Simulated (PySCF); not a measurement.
# ZrH: from constants to spectrum

PBE0 constants of ZrH, quartet, unpaired electrons σ ↑, π ↑, δ ↑, a mixture of terms (⟨Lz²⟩ = 4.9) (Zr cc-pVDZ-PP with ECP28, H cc-pVDZ; scalar-relativistic core potentials (PySCF 2.14); masses 89.9047 and 1.0078 u):

| Quantity | Value |
| --- | --- |
| ωe | 1599.1 cm⁻¹ |
| ωexe | 21.1 cm⁻¹ |
| Be | 4.8694 cm⁻¹ |
| αe | 0.107 cm⁻¹ |
| D (centrifugal) | 0.000181 cm⁻¹ |

**Question.** Give the vibrational terms G(v) and spacings up to v = 6.

**Answer.** G(v) = ωe(v+½) − ωexe(v+½)².

```tsv
v	G(v) (cm⁻¹)	G(v) − G(v−1)	Bv (cm⁻¹)
0	794		4.816
1	2351	1557	4.709
2	3866	1515	4.602
3	5338	1472	4.495
4	6769	1430	4.388
5	8157	1388	4.281
6	9503	1346	4.174
```

De is left out where the level can put another filling of the metal’s s and d shells below the measured ground configuration, by anything from nothing to about 1 eV. These are scalar-relativistic numbers at best; spin–orbit coupling would shift them, the dissociation energy most. With d or f electrons several states lie close, and the lowest PBE0 determinant need not be the measured ground state.
